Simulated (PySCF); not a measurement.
SiHFBr₂, SMILES Br[SiH](Br)F. Atoms are numbered in the order given.

```xyz
5

Si     0.4411    -0.7229     0.0000
F     -0.4401    -2.0783     0.0000
Br    -0.0583     0.4273    -1.8122
Br    -0.0583     0.4273     1.8122
H      1.8671    -1.0838     0.0000
```
Charge 0, spin multiplicity 1.

Geometry optimised at TPSSh-D3(BJ)/def2-SVP. The structure was generated by enumeration, and PubChem lists no compound with its InChIKey, so it may never have been made.

The numbers are results of PySCF with SMD-M06-2X/6-31G*, not measurements.

Solvation free energies are E(SMD) − E(gas) at the gas-phase geometry, for 1 M in both phases. Bromine has the revised SMD18 radius of 2.60 Å. In vacuum the dipole moment is 1.29 D.

```tsv
solvent	ΔG(solv) (kcal/mol)	its non-electrostatic (CDS) part	dipole (D)
water	-1.2	0.6	1.71
ethylethanoate	-4.5	-3.1	1.60
chlorobenzene	-4.8	-3.4	1.59
```
